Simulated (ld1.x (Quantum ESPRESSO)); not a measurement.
**Building the TM potential for Ca (PBE, scalar-relativistic).**

Input for ld1.x (Quantum ESPRESSO) 7.5:

```
&input
   title='Ca', zed=20., rel=1, dft='PBE', iswitch=3,
   config='[Ar] 3d0 4s2 4p0',
   nld=3, rlderiv=4.55, eminld=-2.0, emaxld=5.0, deld=0.02
 /
 &inputp
   pseudotype=2, tm=.true., lloc=0,
   nlcc=.true., new_core_ps=.true., rcore=1.45,
   file_pseudopw='Ca.UPF', file_wfcaegen='ae.wfc', file_wfcncgen='nc.wfc', file_beta='beta', file_chi='chi'
 /
3
4P  2  1   0.00   0.00  4.20  4.20  0.0
3D  3  2   0.00   0.00  1.75  1.75  0.0
4S  1  0   2.00   0.00  3.75  3.75  0.0
 &test
   configts(1)='3d0 4s2 4p0'
 /
```

Command:

```bash
ld1.x < Ca.in > Ca.out
```

Output (shortened: banner, matrices, multipoles, cross overlaps and the repeated all-electron block are left out):

```
Program LD1 v.7.5
     --------------------------- All-electron run ----------------------------

     Ca
     scalar relativistic calculation

     atomic number is 20.00
     dft =PBE   lsd =0 sic =0 latt =0  beta=0.20 tr2=1.0E-14
     Exchange-correlation= PBE
                           (   1   4   3   4   0   0   0)
     mesh =1169 r(mesh) =  99.90979 a.u. xmin = -7.00 dx = 0.01250
     1 Ry =  13.60569312 eV, c = 137.03599908

     n l     nl                  e(Ry)          e(Ha)          e(eV)
     1 0     1S 1( 2.00)      -290.2763      -145.1381     -3949.4098
     2 0     2S 1( 2.00)       -30.4557       -15.2279      -414.3711
     2 1     2P 1( 6.00)       -24.6029       -12.3014      -334.7390
     3 0     3S 1( 2.00)        -3.4612        -1.7306       -47.0917
     3 1     3P 1( 6.00)        -2.0586        -1.0293       -28.0081
     3 2     3D 1( 0.00)        -0.1431        -0.0715        -1.9466
     4 0     4S 1( 2.00)        -0.2768        -0.1384        -3.7662
     4 1     4P 1( 0.00)        -0.1031        -0.0515        -1.4026

     final scf error:  2.2E-15 reached in  24 iterations

     Etot =   -1360.652303 Ry,    -680.326152 Ha,  -18512.617684 eV

     Ekin =    1369.896479 Ry,     684.948239 Ha,   18638.391102 eV
     Encl =   -3231.492647 Ry,   -1615.746324 Ha,  -43966.697284 eV
     Eh   =     572.906199 Ry,     286.453100 Ha,    7794.785934 eV
     Exc  =     -71.962334 Ry,     -35.981167 Ha,    -979.097437 eV

     normalization and overlap integrals

     s(1S/1S) =  1.000000  <r> =   0.0768  <r2> =    0.0079  r(max) =   0.0500
     s(2S/2S) =  1.000000  <r> =   0.3643  <r2> =    0.1572  r(max) =   0.2987
     s(2P/2P) =  1.000000  <r> =   0.3278  <r2> =    0.1330  r(max) =   0.2477
     s(3S/3S) =  1.000000  <r> =   1.1560  <r2> =    1.5427  r(max) =   0.9918
     s(3P/3P) =  1.000000  <r> =   1.2711  <r2> =    1.9075  r(max) =   1.0427
     s(3D/3D) =  1.000000  <r> =   2.3741  <r2> =    7.9611  r(max) =   1.2735
     s(4S/4S) =  1.000000  <r> =   4.0202  <r2> =   18.5504  r(max) =   3.4187
     s(4P/4P) =  1.000000  <r> =   5.4077  <r2> =   34.0718  r(max) =   4.3897

     ------------------------ End of All-electron run ------------------------

     --------------------- Generating NC pseudopotential ---------------------

      Generating local pot.: lloc=0, matching radius rcloc =   3.7500

      Computing core charge for nlcc:

       r > 1.46 : true rho core
      Core charge pseudized with two Bessel functions
      Integrated core pseudo-charge :  10.32

      Wfc   4P  rcut= 4.176  Using Troullier-Martins method

      Wfc   3D  rcut= 1.741  Using Troullier-Martins method

     ------------------- End of pseudopotential generation -------------------

     Computing logarithmic derivative in   4.52916
     Computing logarithmic derivative in   4.52916
     Computing the partial wave expansion
       no projector for channel:   0
     R is outside the sphere for l=    1 j= 0.00
     R is outside the sphere for l=    2 j= 0.00

     ---------------------- Testing the pseudopotential ----------------------

     Ca
     scalar relativistic calculation

     atomic number is 20.00   valence charge is  2.00
     dft =PBE   lsd =0 sic =0 latt =0  beta=0.20 tr2=1.0E-14
     mesh =1169 r(mesh) =  99.90979 xmin = -7.00 dx = 0.01250

     n l     nl             e AE (Ry)        e PS (Ry)    De AE-PS (Ry)
     3 2     3D   1( 0.00)       -0.14307       -0.14307       -0.00000
     1 0     4S   1( 2.00)       -0.27681       -0.27681        0.00000
     2 1     4P   1( 0.00)       -0.10309       -0.10309        0.00000

     eps = 8.7E-17  iter =  4

     Etot =   -1360.652303 Ry,    -680.326152 Ha,  -18512.617684 eV
     Etotps =   -15.459581 Ry,      -7.729790 Ha,    -210.338310 eV

     Ekin =       0.302520 Ry,       0.151260 Ha,       4.115996 eV
     Encl =      -1.878962 Ry,      -0.939481 Ha,     -25.564582 eV
     Ehrt =       0.897056 Ry,       0.448528 Ha,      12.205064 eV
     Ecxc =     -14.780194 Ry,      -7.390097 Ha,    -201.094787 eV
     (Ecc =     -14.122735 Ry,      -7.061367 Ha,    -192.149594 eV)

     ---------------------- End of pseudopotential test ----------------------
```

Generation and configuration tests took about 1.5 s on one core of a shared server CPU.
